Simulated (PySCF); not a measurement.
**Computed vibrations of [AuF2]−**

[AuF2]− (singlet). PySCF 2.14.0, RKS B3LYP, Au def2-SVP with ECP60, F def2-SVP; non-relativistic Hamiltonian with scalar-relativistic core potentials where named; density fitting; no spin-orbit coupling. Central differences of gradients.

```xyz
3

Au    0.0000    0.0000    0.0000
F     0.0000    0.0000    1.9711
F     0.0000    0.0000   -1.9711
```

Run from Python with OMP_NUM_THREADS=2. Where DIIS fails, smearing, a level shift and second-order steps follow.
It took 3.8 s on 2 threads of AMD EPYC 7B13 (Zen 3) (shared host).

Task: What are the harmonic wavenumbers and infrared intensities?

Result: Modes are labelled in D∞h; negative numbers are unstable modes, those under 60 cm⁻¹ near the noise; a finer grid moves soft modes by up to 10 cm⁻¹.
| cm⁻¹ | km/mol | symmetry |
| --- | --- | --- |
| 197 | 5.6 | πu |
| 197 | 5.6 | πu |
| 539 | 0.0 | σg+ |
| 578 | 128.6 | σu+ |

Task: Is this a minimum?

Result: Yes. Ideal gas at 298.15 K and 1 bar: S = 264.4 J/(mol K), Cp = 53.9 J/(mol K), H − H(0 K) = 12.6 kJ/mol (rigid rotor, harmonic modes, spin degeneracy alone).
